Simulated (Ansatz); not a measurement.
Molecule: SeF₃ (charge 0, doublet). It need not be the lowest isomer of its formula. 
Structure (B3LYP-D3(BJ)/def2-TZVP (Ansatz, a program for electronic structure) minimum search):
```xyz
4

Se    -0.2516     0.1409    -0.0140
F     -1.0244    -1.4766     0.2643
F      0.7285     1.5734    -0.5414
F      1.2465    -0.6292     0.3300
```
Charge 0, spin multiplicity 2.

Basis-set convergence of Hartree-Fock and MP2 correlation energies (hartree) with Ansatz. Valence correlation only, unless marked. UHF or UKS for open shells. Spin-orbit coupling is left out. The frozen core is the preceding noble-gas configuration, with the filled d and f shells of earlier blocks. Non-relativistic.

```tsv
basis	functions	E(HF)	E(corr, MP2)
cc-pVDZ	69	-2698.02871	-0.69298
cc-pVTZ	133	[?]	[?]
```

Complete the blanks.


- cc-pVTZ, E(HF): -2698.23113
- cc-pVTZ, E(corr, MP2): -0.92839
